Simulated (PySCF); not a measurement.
Computed isotropic EPR data: UKS B3LYP (pcH-1 on C Cl H N Si) in PySCF, non-relativistic with spin–orbit coupling as a perturbation, on GFN2-xTB geometries; isolated species, one conformer each; SCF stability not tested in every run. Magnitudes for isotopes of over 50 % abundance, averaged over nuclei equivalent by connectivity (but not across a short bond from an atom whose three angles sum to over 350°); splittings under 0.05 mT are left out. A main spin site holds 60 % or more of the largest population. The geometries weren't refined by DFT: couplings that depend on bond lengths, twists or pyramidal angles can differ widely from those at the functional's own minimum, by a factor of two or more for some ions and for spin on atoms past the first row.

Task: Match radicals and spectra.

1. `C#CC1=CC=C[C](Cl)C1` [radical]
2. `C1C(=C[CH]C=1Cl)C#CC` [radical]
3. `N#C[SiH2]` [radical]
4. `CC#CC1=CCC(Cl)=[C]1` [radical]

A. g = 2.0034; 2 × (I = 1/2) 35 MHz, 1 × (I = 1) 4 MHz; width 2.8 mT
B. g = 2.0046; 3 × (I = 1/2) 27 MHz, 1 × (I = 1/2) 9 MHz, 1 × (I = 1/2) 7 MHz, 1 × (I = 1/2) 7 MHz, 1 × (I = 3/2) 4 MHz; width 4.2 mT
C. g = 2.0037; 2 × (I = 1/2) 135 MHz, 1 × (I = 1/2) 32 MHz, 1 × (I = 1/2) 17 MHz, 1 × (I = 1/2) 11 MHz, 1 × (I = 1/2) 9 MHz; width 12.1 mT
D. g = 2.0017; 1 × (I = 1/2) 14 MHz, 1 × (I = 3/2) 5 MHz; width 1.0 mT

Result: 1–C, 2–B, 3–A, 4–D.

1. The largest Mulliken spin population is on carbon bonded to 2 C and H (0.49). The largest splitting, a 1:2:1 triplet of 4.80 mT, comes from two 1H nuclei (2 bonds from a main spin site); 48 first-order lines in all.
2. The largest Mulliken spin population is on carbon bonded to 3 C (0.42). The largest splitting, a 1:3:3:1 quartet of 0.98 mT, comes from three 1H nuclei (2 bonds from a main spin site); 128 first-order lines in all.
3. The largest Mulliken spin population is on silicon bonded to C and 2 H (1.00). The largest splitting, a 1:2:1 triplet of 1.24 mT, comes from two 1H nuclei (1 bond from the main spin site); 9 first-order lines in all.
4. The largest Mulliken spin population is on carbon bonded to 2 C (1.04). The largest splitting, a 1:1 doublet of 0.51 mT, comes from one 1H nucleus (3 bonds from the main spin site); 8 first-order lines in all.

Means can hide wide spreads in the frozen geometry: CC#CC1=C[CH]C(Cl)=C1, 3 × 1H from 10 to 50 MHz (mean 27). The drawing needn't show where the spin sits: the atom drawn as the radical centre holds a spin population of 0.35 in C#CC1=CC=C[C](Cl)C1 and 0.10 in CC#CC1=C[CH]C(Cl)=C1.
